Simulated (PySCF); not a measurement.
Ti(Cl)(OH)3 (ClH₃O₃Ti), SMILES [OH][Ti]([OH])([Cl])[OH], multiplicity 1.

Geometry optimised at r2SCAN-D4/def2-SVP. The multiplicity is an assumed one; no other spin state was optimised. The structure was generated by enumeration; whether it is a known compound was not checked. One conformer was computed; it need not be the lowest.

These are PBE/def2-TZVP (PySCF) values and carry that method's errors.

Isolated molecule, no solvent.

Computed frontier levels, gap, dipole moment and polarisability:
```
Item                                                                                                            Value
---------------------------------------------------------------------------------------------  ----------------------
highest occupied level                                                                                       -7.17 eV
lowest empty level                                                                                           -2.76 eV
orbital gap                                                                                                   4.41 eV
dipole moment                                                                                               0.742 e·Å
quadrupole, principal values (traceless, Buckingham form, about the centre of nuclear charge)   -4.77, 2.39, 2.39 D·Å
mean static polarisability                                                                       60.5 bohr³ (8.96 Å³)
polarisability, principal values                                                               56.2, 56.2, 69.1 bohr³
```
